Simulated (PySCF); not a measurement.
SnFI₃, SMILES [F][Sn]([I])([I])[I]. Geometry: PBE-D3(BJ)/def2-SVP. The structure was generated by enumeration; whether it is a known compound was not checked. The def2 effective core potentials stand for the cores of I, Sn; spin–orbit coupling is left out.

Q: Give the equilibrium geometry at PBE-D3(BJ)/def2-SVP (PySCF confirms it by a frequency run) as bond lengths and angles, and its point group. (Estimate from the structure and the level; the computed values follow.)

A: point group C3v.
Atoms: F1 Sn2 I3 I4 I5. Bonds (Å): F1–Sn2 1.955, Sn2–I3 2.695, Sn2–I4 2.695, Sn2–I5 2.695. Bond angles (°): F1–Sn2–I3 106.6, F1–Sn2–I4 106.6, F1–Sn2–I5 106.6, I3–Sn2–I4 112.1, I3–Sn2–I5 112.1, I4–Sn2–I5 112.1.
